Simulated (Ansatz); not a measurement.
C2H6ClF3MoO2, SMILES `C[O][Mo]([F])([F])([F])([Cl])[O]C` at its PBE0-D4/def2-TZVP geometry, where that method's forces vanish. The species carries charge 0 and has multiplicity 1. Mo: def2 effective core potential.

```xyz
15

C     2.2476   -1.0935   -1.2435
O     1.0428   -0.8744   -0.5751
Mo    0.2200    0.3569    0.4631
F    -0.4111   -0.8257    1.7570
F     0.8622    1.6120   -0.7493
F    -0.3647    1.8342    1.4313
Cl    2.1410    0.4842    1.7505
O    -1.4589    0.2483   -0.2342
C    -2.7437    0.3960    0.3013
H     2.1831   -2.0334   -1.7936
H     3.0523   -1.1382   -0.5020
H     2.4282   -0.2599   -1.9288
H    -2.9024   -0.3840    1.0530
H    -2.8240    1.3795    0.7744
H    -3.4726    0.2979   -0.5042
```

Task: What forces (eV/Å) does r2SCAN-D4/def2-TZVPP give on these atoms in Ansatz? (An estimate is asked.)

Result: The calculation gave: 
```
C1   0.201 -0.042 -0.111
O2   0.039 -0.379 -0.235
Mo3  0.171  0.228  0.368
F4  -0.113 -0.158  0.167
F5   0.089  0.170 -0.185
F6  -0.110  0.190  0.124
Cl7  0.196  0.013  0.105
O8  -0.268 -0.059 -0.336
C9  -0.216  0.025  0.091
H10  0.009  0.015  0.001
H11 -0.003  0.001 -0.011
H12  0.003 -0.004  0.005
H13  0.000  0.008 -0.002
H14  0.002 -0.009  0.001
H15  0.002  0.001  0.018
```
